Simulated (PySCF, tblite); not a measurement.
Isomers of CH11ClSi4. All values are computed: GFN2-xTB (tblite) harmonic vibrations without scaling, gas phase. Against measured fundamentals such values can be off by several per cent, at times by over 20. Modes of hydrogen on silicon can be 10 to 20 % off. One conformer each.

Electronic energies: PBE0/pcSseg-1 single points on the GFN2-xTB geometries (PySCF, gas phase).

```json
{"SMILES": "C[Si@@H]([SiH3])[SiH2][SiH2]Cl", "electronic energy, lowest = 0 (kcal/mol)": "2.4"}
{"SMILES": "[SiH3][SiH2][C@@H]([SiH3])[SiH2]Cl", "electronic energy, lowest = 0 (kcal/mol)": "5.5"}
{"SMILES": "[SiH3][Si]([SiH3])([SiH3])CCl", "electronic energy, lowest = 0 (kcal/mol)": "39.3"}
{"SMILES": "[SiH3]C[Si@H]([SiH3])[SiH2]Cl", "electronic energy, lowest = 0 (kcal/mol)": "6.9"}
{"SMILES": "[SiH3]C[Si@H](Cl)[SiH2][SiH3]", "electronic energy, lowest = 0 (kcal/mol)": "2.8"}
{"SMILES": "C[SiH2][Si@@H]([SiH3])[SiH2]Cl", "electronic energy, lowest = 0 (kcal/mol)": "0.0"}
{"SMILES": "[SiH3]C[Si]([SiH3])([SiH3])Cl", "electronic energy, lowest = 0 (kcal/mol)": "4.3"}
{"SMILES": "C[Si@]([SiH3])(Cl)[SiH2][SiH3]", "electronic energy, lowest = 0 (kcal/mol)": "1.1"}
```

Task: How do GFN2-xTB zero-point energies change the relative energies?

Result: 
```json
{"SMILES": "C[SiH2][Si@@H]([SiH3])[SiH2]Cl", "ZPE (kcal/mol)": "64.5", "of it from modes above 1550 cm⁻¹": "38.1", "electronic (kcal/mol)": "0.0", "with ZPE, lowest = 0 (kcal/mol)": "0.0", "lowest mode (cm⁻¹)": "13", "rings": "0"}
{"SMILES": "C[Si@]([SiH3])(Cl)[SiH2][SiH3]", "ZPE (kcal/mol)": "64.1", "of it from modes above 1550 cm⁻¹": "38.2", "electronic (kcal/mol)": "1.1", "with ZPE, lowest = 0 (kcal/mol)": "0.7", "lowest mode (cm⁻¹)": "21", "rings": "0"}
{"SMILES": "C[Si@@H]([SiH3])[SiH2][SiH2]Cl", "ZPE (kcal/mol)": "64.5", "of it from modes above 1550 cm⁻¹": "38.0", "electronic (kcal/mol)": "2.4", "with ZPE, lowest = 0 (kcal/mol)": "2.4", "lowest mode (cm⁻¹)": "11", "rings": "0"}
{"SMILES": "[SiH3]C[Si@H](Cl)[SiH2][SiH3]", "ZPE (kcal/mol)": "63.0", "of it from modes above 1550 cm⁻¹": "37.0", "electronic (kcal/mol)": "2.8", "with ZPE, lowest = 0 (kcal/mol)": "1.4", "lowest mode (cm⁻¹)": "12", "rings": "0"}
{"SMILES": "[SiH3]C[Si]([SiH3])([SiH3])Cl", "ZPE (kcal/mol)": "62.7", "of it from modes above 1550 cm⁻¹": "37.2", "electronic (kcal/mol)": "4.3", "with ZPE, lowest = 0 (kcal/mol)": "2.5", "lowest mode (cm⁻¹)": "25", "rings": "0"}
{"SMILES": "[SiH3][SiH2][C@@H]([SiH3])[SiH2]Cl", "ZPE (kcal/mol)": "61.9", "of it from modes above 1550 cm⁻¹": "36.0", "electronic (kcal/mol)": "5.5", "with ZPE, lowest = 0 (kcal/mol)": "2.8", "lowest mode (cm⁻¹)": "15i", "rings": "0"}
{"SMILES": "[SiH3]C[Si@H]([SiH3])[SiH2]Cl", "ZPE (kcal/mol)": "63.0", "of it from modes above 1550 cm⁻¹": "36.9", "electronic (kcal/mol)": "6.9", "with ZPE, lowest = 0 (kcal/mol)": "5.5", "lowest mode (cm⁻¹)": "8", "rings": "0"}
{"SMILES": "[SiH3][Si]([SiH3])([SiH3])CCl", "ZPE (kcal/mol)": "62.3", "of it from modes above 1550 cm⁻¹": "37.2", "electronic (kcal/mol)": "39.3", "with ZPE, lowest = 0 (kcal/mol)": "37.1", "lowest mode (cm⁻¹)": "26", "rings": "0"}
```

The zero-point energies span 2.6 kcal/mol, from `[SiH3][SiH2][C@@H]([SiH3])[SiH2]Cl` to `C[SiH2][Si@@H]([SiH3])[SiH2]Cl`. Slightly imaginary modes are left out of the zero-point energy: `[SiH3][SiH2][C@@H]([SiH3])[SiH2]Cl` 14.9i cm⁻¹. The lowest isomer stays, but the order above it changes.

Task: And how do the electronic energies of GFN2-xTB itself compare?

Result: `C[SiH2][Si@@H]([SiH3])[SiH2]Cl` 10.9; `C[Si@]([SiH3])(Cl)[SiH2][SiH3]` 10.8; `C[Si@@H]([SiH3])[SiH2][SiH2]Cl` 10.6; `[SiH3]C[Si@H](Cl)[SiH2][SiH3]` 5.5; `[SiH3]C[Si]([SiH3])([SiH3])Cl` 5.5; `[SiH3][SiH2][C@@H]([SiH3])[SiH2]Cl` 0.0; `[SiH3]C[Si@H]([SiH3])[SiH2]Cl` 4.8; `[SiH3][Si]([SiH3])([SiH3])CCl` 43.9 kcal/mol, lowest = 0. Against the energies above, taken from the same isomer `C[SiH2][Si@@H]([SiH3])[SiH2]Cl`, the largest difference is 16.4 kcal/mol.
